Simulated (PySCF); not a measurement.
Cd(Br)(Et) (C₂H₅BrCd), SMILES C[CH2][Cd][Br].

Coordinates come from a PBE0-D3(BJ)/def2-SVP optimisation. The def2 effective core potentials stand for the cores of Cd; spin–orbit coupling is left out. The values are those of a single conformer.

Two levels are set side by side: TDDFT-PBE/def2-SVPD (PySCF) and TDDFT-ωB97X/def2-SVPD (PySCF). Vertical, same geometry. The lowest singlet is HOMO→LUMO 100 % with PBE and HOMO−2→LUMO 86 % with the other functional; states are paired by order. Differences are taken from unrounded values.

```json
[
 {"quantity": "lowest singlet excitation (eV)", "TDDFT-ωB97X": "6.10", "TDDFT-PBE": "4.95", "TDDFT-PBE minus TDDFT-ωB97X": "-1.15"},
 {"quantity": "lowest triplet excitation (TDA) (eV)", "TDDFT-ωB97X": "5.07", "TDDFT-PBE": "4.45", "TDDFT-PBE minus TDDFT-ωB97X": "-0.62"},
 {"quantity": "first bright state (f over 0.05) (eV)", "TDDFT-ωB97X": "6.24", "TDDFT-PBE": "5.55", "TDDFT-PBE minus TDDFT-ωB97X": "-0.69"},
 {"quantity": "its oscillator strength", "TDDFT-ωB97X": "0.10", "TDDFT-PBE": "0.07", "TDDFT-PBE minus TDDFT-ωB97X": "-0.03"}
]
```

Functionals without exact exchange tend to place singlet excitations lower, as here. Differences between two approximate levels are no errors against the true value.

Rough cost on one machine, each run with all the roots and properties that it gave: TDDFT-ωB97X against TDDFT-PBE about 9 times.
